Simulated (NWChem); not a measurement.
System: CH$_{5}$BrOSi; SMILES C[SiH](O)Br

NWChem input:

```
start job
memory heap 200 mb stack 900 mb global 1100 mb
geometry units angstroms
  Si     0.047697    -0.946286     0.647578
  C      1.774858    -1.642405     0.331290
  O     -1.124714    -1.767191    -0.110614
  Br    -0.120191     1.044868    -0.290856
  H     -0.254731    -0.774655     2.060138
  H      1.895231    -2.623550     0.783379
  H      2.541529    -0.995599     0.746901
  H      1.973208    -1.741391    -0.733984
  H     -1.252591    -2.706376    -0.035093
end
basis spherical
  * library def2-svp
end
dft
  xc pbe0
  iterations 150
end
driver
  maxiter 120
end
task dft optimize
task dft freq
```

This build's default masses of Se (78.918 u) and Br (79.917 u) are each other's, which moves their modes by up to 0.6 %. The optimisation ended at a saddle point (imaginary frequency).

The level has its own optimisation; frequencies are unscaled.

### Question
Predict the main results of this run. (PBE0/def2-SVP.) Quantities: r C–Si (Å); r O–Si (Å); r Br–Si (Å); r H–Si (Å); highest harmonic frequency (cm⁻¹); lowest (cm⁻¹); zero-point energy (kcal/mol); dipole (D).

### Answer
```yaml
r C–Si (Å): 1.863
r O–Si (Å): 1.661
r Br–Si (Å): 2.223
r H–Si (Å): 1.490
highest harmonic frequency (cm⁻¹): 3928
lowest (cm⁻¹): -149
zero-point energy (kcal/mol): 37.9
dipole (D): 3.25
```
